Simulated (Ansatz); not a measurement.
CH$_{8}$AsBSi, SMILES `B[As](C)[SiH3]`, relaxed with RKS PBE0-D4/def2-TZVP in Ansatz from a PBE-D4/def2-SVP geometry. The force threshold is 0.005 eV/Å; the program also tests the step.

Total charge 0; spin multiplicity 1.

Start:

```xyz
12

B    -1.429    0.055    0.375
As   -0.065   -1.353   -0.495
C     1.520   -1.001    0.694
Si   -0.228    0.794   -1.296
H    -1.155    0.310    1.533
H    -2.576   -0.177    0.040
H     2.445   -1.330    0.181
H     1.618    0.060    0.992
H     1.376   -1.612    1.607
H     0.847    1.804   -1.021
H    -1.298    1.325   -0.110
H    -1.054    1.126   -2.500
```

(1) By how much does the energy fall, and how many steps does the optimiser take? (Best estimate.)

(2) Which bonds change most? (Best estimate.)

(3) Give the relaxed structure. (An estimate is asked.)

Answers

(1) Computed: 0.05 eV, in 6 steps.

(2) Computed: Si4–H11 from 1.683 to 1.645 Å; As2–Si4 from 2.298 to 2.270 Å; As2–C3 from 2.012 to 1.990 Å; B1–H5 from 1.217 to 1.196 Å.

(3) Computed: 
```xyz
12

B    -1.419    0.048    0.380
As   -0.060   -1.337   -0.496
C     1.504   -0.988    0.685
Si   -0.228    0.788   -1.275
H    -1.149    0.303    1.517
H    -2.550   -0.168    0.053
H     2.414   -1.310    0.180
H     1.593    0.058    0.972
H     1.364   -1.587    1.585
H     0.844    1.774   -1.006
H    -1.279    1.305   -0.121
H    -1.033    1.114   -2.472
```
